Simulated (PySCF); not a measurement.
CdCl, SMILES [Cd][Cl] (connectivity only; charge and spin as stated), neutral, multiplicity 2. Geometry optimised at r2SCAN-D4/def2-TZVPD. The spin state was assumed, not searched. The def2 effective core potentials stand for the cores of Cd; spin–orbit coupling is left out.

All values below come from r2SCAN-D4/def2-TZVPD run with PySCF 2.14.0.

Harmonic wavenumbers (cm⁻¹): 309. Rotational constants (GHz): 3.363 (linear); symmetry number 1.

Q: Work out the zero-point energy and the ideal-gas rigid-rotor harmonic-oscillator thermochemistry at 298.15 K and 1 atm.

A: ZPE = ½ Σ hcν = ½ × 309 cm⁻¹ = 0.44 kcal/mol. H − E(el) = 2.77 kcal/mol. Entropy in cal/(mol K): translation 40.88, rotation 16.93, vibration 1.37, spin 1.38, total 60.56. G − E(el) = -15.29 kcal/mol. Cp = 8.61 cal/(mol K).
